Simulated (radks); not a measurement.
Values are calculated unless marked as measured or tabulated.
Numerical settings for the tungsten ion W3+, [Xe] 4f14 5d3. Level of theory: scalar-relativistic Kohn-Sham, LDA (Slater exchange, Perdew-Wang correlation), spin-polarised, spherical densities, point nucleus; open shells are filled with parallel spins first (spin-orbit coupling, left out, can overturn this in heavy ions) (a radial shooting solver on a logarithmic mesh with Libxc functionals). The defaults (mesh step 0.008 in ln r, mesh end at 40 bohr or more with all orbitals vanishing there, Anderson mixing 0.5 over 9 steps, residual threshold near 1e-9 with the energy settled to 1e-9 hartree or 1e-11 of itself, here a cap of 92 iterations) give E = -16131.2851 hartree and 5d at -32.301 eV in 16 iterations. Run on one thread of a shared host, so times are rough (Arm Neoverse V1): 0.32 s of CPU time, 0.32 s wall, 16 iterations on 2501 mesh points. Changes against that run (0 stands for a change within the tolerance of the run):

setting                    iterations  converged  E (mhartree)  e(5d) (meV)  CPU (s)
mesh step in ln r 0.2               2         no      diverged            -     0.03
mesh step in ln r 0.003            16        yes             0            0     0.82
mesh step in ln r 0.05             16        yes        +0.202     -0.00751     0.07
mesh end (bohr) 5                  16        yes         +4.63         +158     0.31
mesh end (bohr) 8                  16        yes      +0.00263       +0.186     0.31
residual threshold 0.001           11        yes             0      +0.0338     0.26
residual threshold 0.01            11        yes             0      +0.0338     0.25
mixing 0.01                        23        yes             0            0     0.44
linear mixing, mixing 0.2          87        yes             0            0      1.2
linear mixing, mixing 0.5          30        yes             0            0     0.48
mixing history 2                   23        yes             0            0      0.4
iteration cap 3                     3         no          +205    -1.94e+03     0.08

Settings that end as converged yet miss the energy by more than 1 mhartree: mesh end (bohr) 5 (+0.00463 hartree). A mesh that ends early acts as a hard wall.
